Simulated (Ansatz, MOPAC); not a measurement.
Spectroscopic constants of NO-, multiplicity 3 (lowest of 2S+1 = 1, 3, 5 at CCSD(T)/def2-TZVPP on PBE0 minima; our sources give no spin for the ground state, which may be another).

Constants: fifth-degree fit in 1/R to seven points, most abundant isotopes. In def2 and cc sets the state is the lowest found near the PBE0 minimum, followed along R.

Frozen-core correlation. CBS: X⁻³ extrapolation of the correlation energy, Hartree–Fock from the larger set. The state that PM7 reach isn't checked; PM7 holds dispersion and hydrogen-bond terms.

Run with Ansatz (a first-principles code); MOPAC for PM7 (differences of heats of formation). 

```tsv
level	r_e (Å)	ω_e (cm⁻¹)	ω_e x_e (cm⁻¹)
PM7	1.202	1787	8.4
r2SCAN/def2-TZVPP	1.269	1428	10
B97M-V/def2-TZVPP	1.263	1447	10
B2PLYP/def2-TZVPP	1.271	1409	10
CCSD/aug-cc-pVQZ	1.257	?	11
CCSD/def2-QZVPP	1.261	1459	11
CCSD(T)/aug-cc-pVQZ	1.266	1391	11
CCSD(T)/CBS(aug-cc-pVTZ, aug-cc-pVQZ)	?	?	11
```

Q: Fill in the missing entries.

A: 
- CCSD(T)/CBS(aug-cc-pVTZ, aug-cc-pVQZ), r_e (Å): 1.264
- CCSD(T)/CBS(aug-cc-pVTZ, aug-cc-pVQZ), ω_e (cm⁻¹): 1397
- CCSD/aug-cc-pVQZ, ω_e (cm⁻¹): 1444
